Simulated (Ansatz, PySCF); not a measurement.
Dimer: C2H2 (SMILES C#C) (first 4 atoms) with C2H6O (SMILES COC); geometry from B3LYP-D3(BJ)/def2-TZVP, rigid monomers moved along the line of their centres of mass till H4···O6 is 2.97 Å.
(charge 0, multiplicity 1):
```xyz
13

C      0.536     0.042    -0.219
C      0.053     0.006     0.877
H      0.964     0.073    -1.192
H     -0.374    -0.025     1.857
C     -0.613     1.404     5.196
O     -0.891     0.081     4.781
C     -0.033    -0.869     5.381
H      0.410     1.697     4.933
H     -0.743     1.512     6.280
H     -1.316     2.059     4.685
H      1.017    -0.675     5.126
H     -0.317    -1.849     5.002
H     -0.137    -0.861     6.473
```

Monomers are frozen at their geometry in the pair; levels with a basis set take the counterpoise correction.

Frozen-core correlation.

The values were computed with Ansatz (an electronic-structure program); PySCF for the dispersion terms. Values without a source in brackets are computed.

PBE/def2-TZVPPD gives -6.1 kJ/mol for the interaction energy.

Task: How do the other levels lie against it? Give each less PBE: PBE-D3(BJ)/def2-TZVPPD, r2SCAN/def2-TZVPPD, PBE0/def2-TZVPPD, wB97M-V/def2-TZVPPD, MP2/aug-cc-pVDZ, CCSD(T)/aug-cc-pVDZ.

Result: PBE-D3(BJ)/def2-TZVPPD -2.0; r2SCAN/def2-TZVPPD 0.0; PBE0/def2-TZVPPD 0.0; wB97M-V/def2-TZVPPD -1.3; MP2/aug-cc-pVDZ -1.4; CCSD(T)/aug-cc-pVDZ -1.2 kJ/mol. 1 of 6 lie above PBE; the widest gap is to PBE-D3(BJ)/def2-TZVPPD.
